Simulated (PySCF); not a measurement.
Several compounds and their computed core spectra got separated.

Computed, not measured: delta-SCF UKS SCAN, pcX-2 on the ionised atom, pcseg-1 elsewhere, spin-free X2C in PySCF 2.14.0. Geometries: PBE0-D3(BJ)/def2-SVP; isolated species, one conformer each.

Line lists (1s up to Mg, 2p3/2 beyond, nothing for Ge; areas count atoms within a level, one atom standing for each set equivalent by bonding):
1. C 1s: 289.19 (area 1), 289.55 (area 1), 290.32 (area 1), 290.34 (area 1), 290.50 (area 1) eV; Si 2p3/2: 106.58 eV
2. C 1s: 290.41 (area 1), 290.83 (area 1), 290.99 (area 1), 291.09 (area 1), 291.29 (area 1), 293.20 (area 1) eV; O 1s: 536.05 (area 1), 537.99 (area 1) eV; P 2p3/2: 137.68 eV
3. C 1s: 288.50 (area 1), 289.32 (area 1), 290.34 (area 1), 291.11 (area 1), 291.67 (area 2) eV; N 1s: 405.14 eV; Si 2p3/2: 105.92 eV

Structures:
A. `[P@@]1(=O)(C(C)=O)C=CCC1`
B. `CN(C)C1=C[SiH2]C=C1`
C. `[SiH3]CC1=[CH][GeH2][CH]=C1`

Match each list to its structure.

- 1 = C: no other candidate has this set of levels. C 1s: 289.19 alkene CH carbon, 289.55 alkene CH carbon, 290.32 sp3 carbon bound to silicon, 290.34 alkene CH carbon, 290.50 fully substituted alkene carbon; Si 2p3/2: 106.58 SiH3 silicon.
- 2 = A: no other candidate has this set of levels. C 1s: 290.41 alkene CH carbon, 290.83 sp3 carbon bound to phosphorus, 290.99 alkene CH carbon, 291.09 methyl carbon next to a carbonyl, 291.29 allylic carbon, 293.20 carbonyl carbon; O 1s: 536.05 phosphoryl oxygen, 537.99 carbonyl oxygen; P 2p3/2: 137.68 phosphoryl phosphorus.
- 3 = B: no other candidate has this set of levels. C 1s: 288.50 alkene CH carbon, 289.32 alkene CH carbon, 290.34 alkene CH carbon, 291.11 vinylic carbon bearing nitrogen, 291.67 N-methyl carbon (×2); N 1s: 405.14 enamine nitrogen; Si 2p3/2: 105.92 SiH2 silicon.

For 2p shells one spin-free hole was relaxed; a mean-field spin–orbit operator and the ground-state splitting of the three 2p orbitals were then diagonalised within the shell. The shell's mean is (2 × 2p3/2 + 2p1/2)/3, and the degeneracies 2j + 1 give areas of 2:1. 7 of these hole states are spin-contaminated (⟨S²⟩ up to 0.98, against 0.75; counted from 0.85) and less certain.
